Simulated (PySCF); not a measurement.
Ionisation energy of Cs⁴⁷⁺ by level of theory

Cs⁴⁷⁺ [He] 2s2 2p4 (3P) → Cs⁴⁸⁺ [He] 2s2 2p3 (4S), as a difference of total energies. Computed with PySCF 2.14 in an uncontracted even-tempered set (19 s from 22 bohr⁻², ratio 2.2; 12 p from 28 bohr⁻², ratio 2.2; 5 d from 120 bohr⁻², ratio 2.4; 5 f from 170 bohr⁻², ratio 2.4; 4 g from 260 bohr⁻², ratio 2.4), with the spin-free X2C one-electron Hamiltonian (Gaussian nucleus). Correlated levels: nothing frozen; virtual orbitals above 40 to 60 times the deepest correlated orbital energy dropped. The calculations carry no spin-orbit coupling.

```json
{"method": "UHF", "ionisation energy (eV)": "8575.8"}
{"method": "LDA", "ionisation energy (eV)": "8570.9"}
{"method": "PBE", "ionisation energy (eV)": "8578.6"}
{"method": "PBE0", "ionisation energy (eV)": "8578.4"}
{"method": "r2SCAN", "ionisation energy (eV)": "8580.4"}
{"method": "M06-2X", "ionisation energy (eV)": "8576.4"}
{"method": "BP86", "ionisation energy (eV)": "8580.8"}
{"method": "MP2 (all electrons)", "ionisation energy (eV)": "8577.5"}
{"method": "SCS-MP2 (all electrons)", "ionisation energy (eV)": "8577.7"}
```

Spin-orbit coupling is strong in these open shells (close to jj coupling). The scalar numbers leave it out and a first-order estimate fails, so it can dominate the gap to the real levels.

For this ion Breit and QED terms and the two-electron picture change, all absent here, outweigh the differences among the correlated methods.

For comparison: 8484 ± 4 eV (theoretical estimate listed by NIST; NIST Atomic Spectra Database, ionization energies).
